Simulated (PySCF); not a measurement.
Species: C4H8B2OSi.
Geometry (PBE0-D3(BJ)/def2-SVP, Å), atoms numbered from 1 in this order:
```
atom  x, y, z in Å
Si1    3.093   -0.234   -0.077
O2     1.525   -0.818   -0.057
B3     0.244   -0.374   -0.011
C4    -0.908   -1.446   -0.038
C5    -2.202   -1.056   -0.005
B6    -2.560    0.463    0.070
C7    -1.417    1.535    0.097
C8    -0.119    1.158    0.062
H9     3.122    1.258   -0.086
H10    3.753   -0.758   -1.305
H11    3.785   -0.747    1.137
H12   -0.649   -2.512   -0.088
H13   -2.995   -1.816   -0.028
H14   -3.718    0.816    0.110
H15   -1.662    2.605    0.147
H16    0.668    1.924    0.084
```

The computed photoelectron lines, unassigned: B 1s: 195.06 (area 1), 196.25 (area 1) eV; C 1s: 289.80 (area 2), 289.85 (area 2) eV; O 1s: 538.22 eV; Si 1s: 1847.70 eV; Si 2p3/2: 107.79 eV.

Computed, not measured: delta-SCF UKS SCAN, pcX-2 on the ionised atom, pcseg-1 elsewhere, spin-free X2C (PySCF). Geometry: PBE0-D3(BJ)/def2-SVP, one conformer, isolated molecule.

Which boron gives which B 1s line?

195.06 eV: B6 (ring boron); 196.25 eV: B3 (ring boron). The listed B 1s values span 1.19 eV, from B6 (bonded to 2 C and H) to B3 (bonded to O and 2 C). Summing the Pauling electronegativity differences to the bonded atoms, each weighted by its formal bond order, gives +1.18 for the lowest site and +2.42 for the highest.

Bonded neighbours of each site: Si1: O and 3 H; O2: B and Si; B3: O and 2 C; C4/C8: C (double bond), H and B; C5/C7: C (double bond), H and B; B6: 2 C and H.

Which effective nuclear charge Zeff reproduces each element's mean 1s value in the hydrogen-like formula E = 13.606 eV × Zeff²?

B (Z = 5): mean 195.7 eV, Zeff = 3.79, Z − Zeff = 1.21; C (Z = 6): mean 289.8 eV, Zeff = 4.62, Z − Zeff = 1.38; O (Z = 8): mean 538.2 eV, Zeff = 6.29, Z − Zeff = 1.71; Si (Z = 14): mean 1847.7 eV, Zeff = 11.65, Z − Zeff = 2.35. Means run over the listed sites, weighted by atom count.

One atom of each set of topologically equivalent atoms was ionised and stands for the set; in this conformer not all members are related by symmetry, and their own values weren't computed. Spin contamination (⟨S²⟩ against 0.75 for a pure doublet) is marked for B 1s of B6 (0.88), which makes this value less certain. The 2p values aren't plain energy differences: one relaxed spin-free 2p hole is combined with a matrix within the shell (ground-state 2p orbital-energy differences and spin–orbit coupling). 2p3/2, the mean of its two sublevels, lies a third of the splitting below the shell's mean and 2p1/2 two thirds above it; the statistical areas are 2:1. 2p1/2 minus 2p3/2 (ligand field included): Si 0.63 eV.
